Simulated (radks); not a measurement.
Initial-state core-level shifts of the promethium ion Pm3+ when its valence configuration changes from [Xe] 4f4. Method: Dirac Kohn-Sham, PBE, spin-unpolarised, spherical densities, finite nucleus; open shells fill j = l - 1/2 first; Fermi nuclear charge, rms radius 4.962 fm; computed with a radial shooting solver on a logarithmic mesh with Libxc functionals. Shifts are changes of the shell-averaged eigenvalues in eV (positive: less bound); the change of the density at the nucleus, which sets a Mossbauer isomer shift, is in e/bohr^3, on a base of 4.927e+05.

| valence | 1s | 3d | 4s | 4p | density at nucleus |
|---|---|---|---|---|---|
| 4f3 6s1 | -10.930 | -12.836 | -12.028 | -11.786 | +84.29 |
| 4f3.5 6p0.5 | -5.735 | -6.646 | -6.291 | -6.177 | +18.18 |
| 4f2 5d2 | -16.147 | -20.092 | -18.309 | -17.769 | +62.60 |
| 4f3 6p1 | -11.813 | -13.731 | -12.921 | -12.677 | +38.15 |
| 4f3.5 5d0.5 | -3.726 | -4.593 | -4.273 | -4.159 | +14.03 |
| 4f3 5d1 | -7.673 | -9.489 | -8.768 | -8.526 | +29.19 |
